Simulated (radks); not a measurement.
Values are calculated unless marked as measured or tabulated.
Task: All-electron atom: Ce VI in [Kr] 4d10 5s2 5p5 (the NIST ground configuration). Level of theory: Dirac Kohn-Sham, PBE, spin-unpolarised, spherical densities, finite nucleus; open shells fill j = l - 1/2 first; Fermi nuclear charge, rms radius 4.8771 fm (a radial shooting solver on a logarithmic mesh with Libxc functionals). Some entries of the table are withheld. Estimate them.

| orbital | occ. | eigenvalue (eV) | r(max) (bohr) |
|---|---|---|---|
| 1s1/2 | 2 | (1) | 0.01574 |
| 2s1/2 | 2 | -6499.860 | 0.08922 |
| 2p1/2 | 2 | -6140.272 | (2) |
| 2p3/2 | 4 | -5693.739 | (3) |
| 3s1/2 | 2 | -1448.355 | 0.2549 |
| 3p1/2 | 2 | -1296.059 | 0.2416 |
| 3p3/2 | 4 | -1208.313 | 0.2530 |
| 3d3/2 | 4 | (4) | 0.2034 |
| 3d5/2 | 6 | (5) | 0.2066 |
| 4s1/2 | 2 | -340.7626 | 0.5925 |
| 4p1/2 | 2 | -284.0263 | 0.6016 |
| 4p3/2 | 4 | -264.9520 | 0.6256 |
| 4d3/2 | 4 | (6) | 0.6449 |
| 4d5/2 | 6 | (7) | 0.6526 |
| 5s1/2 | 2 | -92.5657 | 1.335 |
| 5p1/2 | 2 | (8) | 1.436 |
| 5p3/2 | 3 | (9) | 1.491 |

Result: 
(1) 1s1/2 eigenvalue (eV): -40291.36
(2) 2p1/2 r(max) (bohr): 0.06798
(3) 2p3/2 r(max) (bohr): 0.07324
(4) 3d3/2 eigenvalue (eV): -941.9703
(5) 3d5/2 eigenvalue (eV): -923.1360
(6) 4d3/2 eigenvalue (eV): -171.5875
(7) 4d5/2 eigenvalue (eV): -168.2027
(8) 5p1/2 eigenvalue (eV): -75.5964
(9) 5p3/2 eigenvalue (eV): -72.1532
